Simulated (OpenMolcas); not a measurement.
V2+ among 5 point charges of -2 e arranged as a trigonal bipyramid (D3h). The axial distance is 1.09 times the equatorial one, R.

```json
{"Program": "OpenMolcas 26.06", "Method": "CASSCF", "Basis": "ANO-RCC-VDZP [5s4p2d1f]", "Scalar Hamiltonian": "DKH2, point nucleus", "Active space": "3 electrons in 5 orbitals (3d)", "State averaging": "2S+1 = 4 even, 10 roots; 2S+1 = 2 even, 40 roots", "Spin-orbit coupling": "state interaction with AMFI integrals over the reference wave functions"}
```

All point charges move together. At R = 1.8 Å the first state of the same spin is 7912 cm-1, and at R = 2.19 Å it is 3385 cm-1.

Q: A third run gives 5400 cm-1. What distance was it run at?

A: With a power law R^-n the two known points give n = -ln(3385 / 7912) / ln(2.19 / 1.8) = 4.33. Then R = 1.8 × (7912 / 5400)^(1/4.33) = 1.966 Å. The run was at 1.97 Å, so the estimate is off by -0.004 Å.

An orbital doublet at a regular site is open to a Jahn-Teller distortion, which this geometry leaves out. Without dynamic correlation the repulsion within the d shell is too large (B by tens of per cent), so at a given field states of lower spin stand too high. Point charges carry no covalency, so the field is a model and not that of real ligands. An unlabelled pair can be two single states that coincide in this model. No measured value stands beside these numbers.
